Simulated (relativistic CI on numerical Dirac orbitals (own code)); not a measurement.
# Judd-Ofelt analysis for Nd3+

These numbers are calculated, not measured: Dirac-Coulomb-Breit CI, KLI orbitals optimised for each configuration, a model potential for QED, valence Slater integrals scaled by 0.85 (own radial code, finite nucleus).

Configuration 4f3 alone, in intermediate coupling. Take Ω₂ = 7.21, Ω₄ = 3.21, Ω₆ = 1.7 (10⁻²⁰ cm²) and refractive index n = 1.93 as given. A_ED = 64π⁴e²ν³ n(n² + 2)²/[27h(2J + 1)] Σ Ω_λ |U^λ|², in Gaussian units with ν in cm⁻¹, and A_MD is n³ times the free-ion magnetic-dipole rate; a dash marks a rate that is forbidden or under 2 % of the level's free-ion decay.

Emitting level 4I°_15/2 at 5826 cm⁻¹ (radiative decay alone: multiphonon quenching in a host is left out, and the level can lie too high or too low):

```csv
To,ν (cm⁻¹),U² squared,U⁴ squared,U⁶ squared,Free-ion A(M1) (s⁻¹)
4I°_9/2,5826,0.0000,0.0001,0.0449,-
4I°_11/2,3989,0.0001,0.0112,0.4176,-
4I°_13/2,2032,0.0196,0.1186,1.4513,0.269
```

Problem. Give the rates, branching ratios and the radiative lifetime.

Solution. The rates are:

```csv
To,λ (nm),A_ED (s⁻¹),A_MD (s⁻¹),β (%)
4I°_9/2,1717,4.82,0,16.2
4I°_11/2,2507,15.1,0,50.5
4I°_13/2,4920,7.97,1.94,33.3
```

τ_rad = 3.36e-02 s. Computed level positions enter as ν³, so measured ones would change the rates. For the strongest line (2507 nm) and an assumed effective width Δλ = 190 nm (300 cm⁻¹), the Füchtbauer-Ladenburg formula σ = λ⁴A/(8πcn²Δλ) gives a peak emission cross-section of 0.11 × 10⁻²⁰ cm².
